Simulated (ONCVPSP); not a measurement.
# Pseudopotential generation for Cu: ONCV, Wu-Cohen, non-relativistic.

- Element: Cu
- Generator: ONCVPSP 4.0.1
- Type: optimised norm-conserving Vanderbilt (ONCV)
- Functional: Wu-Cohen
- Relativity: non-relativistic
- Frozen core: [Ne]
- Valence charge: 19
- Reference configuration: 3s2 3p6 3d10 4s0.5 4p0.5
- Partial waves: 3s+4s: rc 1.30 bohr, ncon 4, nbas 8, qcut 9.3 1/bohr, 2 projectors; 3p+4p: rc 1.05 bohr, ncon 4, nbas 7, qcut 11.5 1/bohr, 2 projectors; 3d: rc 1.40 bohr, ncon 4, nbas 8, qcut 9.4 1/bohr, 2 projectors, debl 3.5 Ha
- Local potential: polynomial inside 0.85 bohr (lpopt 3, dvloc0 2 Ha)
- Core correction: Teter function, fcfact 3.5, rcfact 1.35

Poles of the logarithmic derivatives, all-electron (AE) and pseudo (PS). s: poles at -3.7 (AE) and -3.7 (PS) Ha. p: poles at -0.9 (AE) and -0.9 (PS) Ha. d: poles at 0.4 (AE) and 0.4 (PS) Ha. Test radii: s 1.32, p 1.06, d 1.42 bohr.

- Cutoffs needed: 46 Ha and 108 Ha (the cutoffs (Ha) at which the residual kinetic energy of the hardest occupied pseudo-wave falls to 1 and 0.1 mHa per electron)
- Ghost test: no bound ghost flagged; no localised positive-energy state flagged
- Configuration tests: 1 of 4 tests not solved or not reliable
- rms error of d²Exc/dni dnj: 2.82 mHa without and 0.65 mHa with the model core
